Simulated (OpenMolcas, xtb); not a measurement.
How methods differ on CH4OZn (SMILES [CH3][Zn][OH])

CH4OZn has 7 atoms, charge 0, and is taken as a singlet. SMILES: `[CH3][Zn][OH]`. The shape is that of a PBE0-D4/def2-TZVP optimisation.

Each level gives the dipole moment (D). The values are calculated.

```tsv
level	kind	program	value (D)	CPU time
GFN1-xTB	semi-empirical	xtb	2.93	under 2 s
HF/cc-pVDZ	Hartree–Fock	OpenMolcas	1.88	19 s
SVWN5/cc-pVDZ	LDA	OpenMolcas	1.58	37 s
revPBE/cc-pVDZ	GGA	OpenMolcas	1.49	51 s
TPSS/cc-pVDZ	meta-GGA	OpenMolcas	1.51	69 s
BHLYP/cc-pVDZ	global hybrid	OpenMolcas	1.76	45 s
M06-2X/cc-pVDZ	hybrid meta-GGA	OpenMolcas	1.72	58 s
```

The values span 1.49 to 2.93 D. Magnitudes only. Times are those of the runs behind each value, whatever else they computed, on shared processors of several kinds: orders of magnitude only.
